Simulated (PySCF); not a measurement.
**TDDFT excited states: C6H14Si2**

Compound: C6H14Si2.
Atom-mapped SMILES: `[CH3:1][C:2]([CH3:3])([CH3:4])[SiH2:5][C:6]#[C:7][SiH3:8]` (hydrogens: H9, H10, H11 on C1; H12, H13, H14 on C3; H15, H16, H17 on C4; H18, H19 on Si5; H20, H21, H22 on Si8)

The calculation used PySCF 2.14.0, density-fitted response routines, TDDFT B3LYP/def2-SVPD, vertical, gas phase, core orbitals frozen in the response. Isolated species at its PBE0-D3(BJ)/def2-SVP geometry, gas phase. Torsions of this conformer, `[CH3:1][C:2]([CH3:3])([CH3:4])[SiH2:5][C:6]#[C:7][SiH3:8]`: C1–C2–Si5–C6 60°.

| state | E (eV) | λ (nm) | f | main configurations (H = HOMO, L = LUMO) |
| --- | --- | --- | --- | --- |
| S1 | 5.45 | 227.5 | 0.0001 | H→L+1 (46%), H-1→L (42%), H-2→L+1 (9%) |
| S2 | 5.61 | 221.1 | 0.012 | H→L (50%), H-1→L+1 (40%) |
| S3 | 5.61 | 221.0 | 0.0005 | H-1→L (54%), H→L+1 (38%) |
| S4 | 6.45 | 192.3 | 0.264 | H-2→L (46%), H→L (37%), H-1→L+1 (14%) |
| S5 | 6.52 | 190.2 | 0.0043 | H-2→L+1 (84%), H→L+1 (14%) |
| S6 | 6.86 | 180.7 | 0.015 | H→L+2 (96%) |
| S7 | 7.06 | 175.5 | 0.0000 | H-1→L+2 (95%) |
| S8 | 7.27 | 170.5 | 0.024 | H→L+3 (80%) |
| S9 | 7.47 | 165.9 | 0.436 | H→L+4 (36%), H-2→L+2 (12%), H-1→L+1 (12%) |
| S10 | 7.51 | 165.1 | 0.495 | H→L+4 (39%), H-2→L (16%), H-1→L+1 (15%) |

Triplets (Tamm–Dancoff): T1 4.54 eV, H-1→L+1 (40%), H→L (36%), H-2→L (15%); T2 4.91 eV, H-1→L+1 (52%), H→L (32%), H-2→L (10%); T3 4.92 eV, H-1→L (48%), H→L+1 (34%), H-2→L+1 (13%); T4 5.45 eV, H-1→L (47%), H→L+1 (44%).

The lowest singlet comes at 227 nm (526 kJ/mol) in the ultraviolet; it is dark (f under 0.0005); its leading configuration is HOMO→LUMO+1 (46%). The strongest level in the table is S10 at 7.51 eV (165 nm, f = 0.495). It is the last of those listed, so stronger ones may follow. S2/S3 lie within about 0.01 eV of each other. Löwdin shares by element: HOMO carbon 57% or more, silicon 12% or more (atoms not listed hold the other 31%); LUMO carbon 53% or more, silicon 26% (atoms not listed hold the other 21%). Weighted by f, the mean energy of these states is 7.24 eV. The listed states span 2.06 eV, and the widest gap between neighbours is 0.84 eV (S3 to S4). Of the 10 states listed, 6 reach f = 0.01 and 3 stay under 0.0005. No computed singlet lies in the visible range (380 to 750 nm); the lowest, at 227 nm, stands 2.19 eV above its violet end (3.26 eV). All these states lie below the vertical ionisation energy of 9.26 eV (ΔSCF). Only the lowest 10 singlets were computed, as vertical energies without vibronic structure.

The run took 5.5 min of wall time on one thread, Arm Neoverse V1 (shared host).
